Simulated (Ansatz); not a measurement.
One change: `B1CCC1` becomes `FC1BCC1`.

Ansatz, PBE0-D4/def2-TZVP geometries, multiplicity 1. 

```
                                          property  `B1CCC1`
               LUMO energy (B3LYP/def2-TZVPP) / eV     -0.61
size of the dipole moment (ωB97M-V/def2-TZVPP) / D      1.00
                 LUMO energy (PBE/def2-TZVPP) / eV     -1.35
               HOMO–LUMO gap (PBE/def2-TZVPP) / eV      5.15
    size of the dipole moment (PBE/def2-TZVPP) / D      1.13
                LUMO energy (PBE0/def2-TZVPP) / eV     -0.38
```

Give the same properties after the change, and the shifts. (An estimate is asked.)

Ansatz gave: 
```json
{"property": "LUMO energy (B3LYP/def2-TZVPP) / eV", "`FC1BCC1`": "-1.10", "shift": "-0.49"}
{"property": "size of the dipole moment (ωB97M-V/def2-TZVPP) / D", "`FC1BCC1`": "2.06", "shift": "1.06"}
{"property": "LUMO energy (PBE/def2-TZVPP) / eV", "`FC1BCC1`": "-1.82", "shift": "-0.47"}
{"property": "HOMO–LUMO gap (PBE/def2-TZVPP) / eV", "`FC1BCC1`": "4.79", "shift": "-0.36"}
{"property": "size of the dipole moment (PBE/def2-TZVPP) / D", "`FC1BCC1`": "2.00", "shift": "0.87"}
{"property": "LUMO energy (PBE0/def2-TZVPP) / eV", "`FC1BCC1`": "-0.86", "shift": "-0.48"}
```

With PBE0 the HOMO falls by 0.26 eV and the LUMO falls by 0.48 eV, so the gap narrows by about 0.22 eV. PBE moves the HOMO by -0.11 eV and ωB97M-V by -0.28 eV. Dipoles are sizes alone; their direction can turn.

B3LYP here is the variant with VWN-RPA as its local correlation; programs differ in this.
